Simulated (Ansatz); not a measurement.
Cost and result for the atomization energy of `O[B](F)[AlH][F]` (7 atoms, 6 bonds).

Total charge 0; spin multiplicity 1. Geometry: relaxed with PBE0-D4/def2-TZVP. It is one conformer, not always the lowest. Program: Ansatz. Hardware: A = 2 threads of an AMD EPYC 7R13 on a shared host; B = 2 threads of an AMD EPYC 7R13 on a shared host and a share of an NVIDIA H100 80 GB. Times are those of one run each, without the atoms' runs, and a repeat can differ threefold. Electronic energies, without spin–orbit coupling; frozen cores. CCSD(T)/CBS extrapolates def2-TZVPP and def2-QZVPP, and its time is that of the two runs behind it. T1 = 0.014. B3LYP takes the VWN-RPA correlation (the form of Gaussian; ORCA's B3LYP/G).

CCSD(T)/CBS is a level of theory with its own doubt, some kJ/mol a heavy atom from the limit and from the frozen cores, so smaller differences don't rank the functionals.

```json
{"level": "PBE-D4/def2-TZVPP (with forces) [A]", "functions": "194", "wall time": "2 s"}
{"level": "PBE0-D4/def2-TZVPP [A]", "functions": "194", "wall time": "2.2 s"}
{"level": "B3LYP-D4/def2-TZVPP (with forces) [A]", "functions": "194", "wall time": "3.1 s"}
{"level": "r2SCAN-D4/def2-TZVPP (with forces) [A]", "functions": "194", "wall time": "3.8 s"}
{"level": "B2PLYP/def2-TZVPP [A]", "functions": "194", "wall time": "4.7 s"}
{"level": "ωB97X-V/def2-TZVPP [A]", "functions": "194", "wall time": "6 s"}
{"level": "ωB97M-V/def2-TZVPP (with forces) [A]", "functions": "194", "wall time": "7.5 s"}
{"level": "CCSD(T)/def2-TZVPP [B]", "functions": "194", "wall time": "23 s"}
{"level": "CCSD(T)/def2-QZVPP [B]", "functions": "358", "wall time": "34 s"}
{"level": "CCSD(T)/CBS(def2)", "functions": "–", "wall time": "56 s"}
```

(1) What atomization energy does each give, and how far from CCSD(T)/CBS? (An estimate is asked.)

## Answers

(1) Ansatz gave: 
| level | atomization (kcal/mol) | difference from CCSD(T)/CBS | per bond |
| --- | --- | --- | --- |
| PBE-D4/def2-TZVPP (with forces) [A] | 676.0 | 11.0 | 1.8 |
| PBE0-D4/def2-TZVPP [A] | 657.0 | -8.0 | -1.3 |
| B3LYP-D4/def2-TZVPP (with forces) [A] | 659.5 | -5.5 | -0.9 |
| r2SCAN-D4/def2-TZVPP (with forces) [A] | 667.3 | 2.3 | 0.4 |
| B2PLYP/def2-TZVPP [A] | 657.7 | -7.3 | -1.2 |
| ωB97X-V/def2-TZVPP [A] | 663.8 | -1.2 | -0.2 |
| ωB97M-V/def2-TZVPP (with forces) [A] | 664.9 | -0.1 | 0.0 |
| CCSD(T)/def2-TZVPP [B] | 645.9 | -19.1 | -3.2 |
| CCSD(T)/def2-QZVPP [B] | 657.5 | -7.5 | -1.2 |
| CCSD(T)/CBS(def2) | 665.0 | 0.0 | 0.0 |

The D4 term adds +4.1 kcal/mol with B3LYP and +2.2 kcal/mol with PBE0; it sums over pairs of atoms, weighted by their polarisabilities, and B3LYP, whose exchange is more repulsive, gets the larger term. In def2-TZVPP, CCSD(T) changes the Hartree–Fock value by +154.1 kcal/mol (the triples alone add +10.7 kcal/mol) and MP2 by +181.1 kcal/mol; breaking electron pairs costs correlation energy, which Hartree–Fock lacks. From PBE to PBE0 (25 % exact exchange), in def2-TZVPP and without D4, the atomization energy moves by −18.6 kcal/mol: exact exchange takes away binding that semilocal exchange gives to molecules.
